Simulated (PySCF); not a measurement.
Al(H)2(NH2) (AlH₄N), SMILES [NH2][AlH2]. Atoms are numbered in the order given.

```xyz
6

Al     0.0000     0.0000     0.6505
H      0.0000     1.3942     1.3877
H      0.0000    -1.3942     1.3877
N      0.0000     0.0000    -1.1198
H      0.0000     0.8268    -1.6970
H      0.0000    -0.8268    -1.6970
```

Geometry: B3LYP-D3(BJ)/def2-TZVP.

The numbers are results of PBE0/pcSseg-2 (PySCF), not measurements.

GIAO shieldings, no solvent; atoms alike by connectivity are averaged. δ = σ(ref) − σ: ¹H against TMS (σ = 31.54 ppm); ¹⁵N against NH3 (σ = 263.3 ppm), references at their B3LYP-D3(BJ)/def2-TZVP geometries, non-relativistic.

Task: Estimate the chemical shifts. (The exact figures need the calculation; the answer reports its results.)

Result: 
| nucleus | atoms | count | δ (ppm) |
|---|---|---|---|
| ¹H | H2, H3 | 2 | 4.62 |
| ¹H | H5, H6 | 2 | 1.92 |
| ¹⁵N | N4 | 1 | 57.0 |
